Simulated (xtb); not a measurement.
Al(Br)(Me)2 (C2H6AlBr), SMILES [CH3][Al]([CH3])[Br]. All values are semi-empirical tight-binding results from xtb (GFN2-xTB unless named), good for trends rather than for accurate numbers. Geometry: GFN2-xTB. The structure was generated by enumeration; whether it is a known compound was not checked.

The geometry has at least one imaginary mode, so it is a saddle point at that level.

For metal compounds this method's bond lengths and energies can be far off.

```
Property       Value
-----------  -------
orbital gap  4.41 eV
```
